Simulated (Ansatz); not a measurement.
Reactions of `F[Si](F)(F)S[Si](F)(F)F`.

Calculated with Ansatz (gas phase, PBE0-D4/def2-TZVP geometries, no zero-point term in ΔE). CCSD(T)/CBS adds triple-zeta CCSD(T) − MP2 to the extrapolated MP2 energy (def2 sets, frozen cores). This one scheme is used for every species. def2 core potentials past Kr. For Br, I outer-core shells are correlated without core-valence functions, which leaves a few kJ/mol of doubt a bond. Scalar relativity is left out up to krypton. One conformer a species, not always the lowest.

(1) Order these by ΔE at CCSD(T)/CBS, lowest first. (Estimate.)
A. `F[Si](F)(F)S[Si](F)(F)F` + `O[Si](Cl)(Cl)Cl` → `F[Si](F)(F)O[Si](Cl)(Cl)Cl` + `F[Si](F)(F)S`
B. `F[Si](F)(F)S[Si](F)(F)F` + H₂S → `F[Si](F)(F)S` + `F[Si](F)(F)S`
C. `F[Si](F)(F)S[Si](F)(F)F` + HI → `F[Si](F)(F)I` + `F[Si](F)(F)S`
D. `F[Si](F)(F)S[Si](F)(F)F` + BH₃ → `B[Si](F)(F)F` + `F[Si](F)(F)S`
E. `F[Si](F)(F)S[Si](F)(F)F` + HBr → `F[Si](F)(F)Br` + `F[Si](F)(F)S`

Largest T1 diagnostic: 0.012, for `F[Si](F)(F)S[Si](F)(F)F`.

## Answers

(1) A (-75.3 kJ/mol), E (-33.9 kJ/mol), C (-20.1 kJ/mol), B (-4.1 kJ/mol), D (+70.6 kJ/mol).
